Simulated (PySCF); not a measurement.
Diatomics of Se with the fifth-period p block

CCSD(T) with double-zeta basis sets in PySCF, for the lowest determinant that a PBE0 search found; no spin–orbit coupling. De refers to high-spin ground-configuration atoms.

```json
{"M": "Sn", "basis": "def2-SVP", "reference, frozen orbitals": "RHF, 13", "state (unpaired electrons)": "singlet (closed shell)", "Re (Å)": "2.370", "ωe (cm⁻¹)": "320", "De (eV)": "4.13"}
{"M": "Te", "basis": "cc-pVDZ-PP", "reference, frozen orbitals": "UHF, 8", "state (unpaired electrons)": "triplet (π ↑↑)", "Re (Å)": "2.399", "ωe (cm⁻¹)": "307", "De (eV)": "2.60"}
{"M": "I", "basis": "cc-pVDZ-PP", "reference, frozen orbitals": "UHF, 8", "state (unpaired electrons)": "doublet (π ↑)", "Re (Å)": "2.514", "ωe (cm⁻¹)": "251", "De (eV)": "1.62"}
```

The shortest bond is that of SnSe (2.370 Å), the longest that of SeI (2.514 Å). SnSe is bound most strongly (4.13 eV) and SeI least (1.62 eV).

The rows differ in basis set, which adds steps of its own.

The state changes along the series, so neighbouring rows are not always alike in their bonding.

Correlated steps freeze the inner cores (8 to 13 orbitals); shallow outer-core shells are correlated. Correlated levels converge slowly with the basis: in double zeta they bind strong bonds too weakly, by up to about 1 eV, and carry superposition errors of some tenths. Spin–orbit coupling is left out, which matters for elements this heavy, above all for dissociation energies. Where the molecule has an RHF reference, its open-shell atoms are computed with UHF. States were picked by a PBE0 search and need not be the measured ground states.
